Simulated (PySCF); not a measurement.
PySCF 2.14 output of a UHF calculation on a single atom or ion in aug-cc-pVDZ-X2C (6s5p3d, 36 functions), with scalar relativity by spin-free X2C-1e:

```
SCF conv_tol = 1e-09
number electrons alpha = 10  beta = 9
cycle= 1 E= -679.440087353897  delta_E= -3.8e-09  |g|= 1.32e-05  |ddm|= 0.00151
cycle= 2 E= -679.440087354463  delta_E= -5.66e-10  |g|= 5.07e-06  |ddm|= 0.000587
converged SCF energy = -679.440087354463  <S^2> = 0.75018688  2S+1 = 2.0001869
```

The run itself started from symmetry-adapted Hartree-Fock orbitals and held the occupation by maximum overlap, so the iterations belong to that start.

Problem. Which element, charge and spin multiplicity is this?

Solution. Ca⁺ (calcium, charge +1), multiplicity 2; the state was [Ar] 4s1, 2S determinant.
